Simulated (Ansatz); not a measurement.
One change: `[F][GeH2][SiH2]S` becomes `BO[SiH2][GeH2][F]`.

Ansatz, PBE0-D4/def2-TZVP geometries, multiplicity 1. Each molecule was computed in one conformer, which needn't be the lowest.

Scalar relativity is left out up to krypton.

| property | `[F][GeH2][SiH2]S` |
| --- | --- |
| HOMO–LUMO gap (ωB97M-V/def2-TZVPP) / eV | 10.71 |
| LUMO energy (PBE/def2-TZVPP) / eV | -1.58 |
| size of the dipole moment (B3LYP/def2-TZVPP) / D | 2.60 |
| HOMO–LUMO gap (PBE/def2-TZVPP) / eV | 4.76 |
| LUMO energy (PBE0/def2-TZVPP) / eV | -0.74 |
| HOMO energy (ωB97M-V/def2-TZVPP) / eV | -9.61 |

Q: What does the change do to each property? (Estimate.)

A: Ansatz gave: 
| property | `BO[SiH2][GeH2][F]` | shift |
| --- | --- | --- |
| HOMO–LUMO gap (ωB97M-V/def2-TZVPP) / eV | 11.33 | 0.62 |
| LUMO energy (PBE/def2-TZVPP) / eV | -1.82 | -0.24 |
| size of the dipole moment (B3LYP/def2-TZVPP) / D | 2.48 | -0.12 |
| HOMO–LUMO gap (PBE/def2-TZVPP) / eV | 5.35 | 0.59 |
| LUMO energy (PBE0/def2-TZVPP) / eV | -0.92 | -0.18 |
| HOMO energy (ωB97M-V/def2-TZVPP) / eV | -10.43 | -0.82 |

With PBE0 the HOMO falls by 0.86 eV and the LUMO falls by 0.18 eV, so the gap widens by about 0.68 eV. PBE moves the HOMO by -0.83 eV and ωB97M-V by -0.82 eV. Dipoles are sizes alone; their direction can turn.

B3LYP here is the variant with VWN-RPA as its local correlation; programs differ in this.
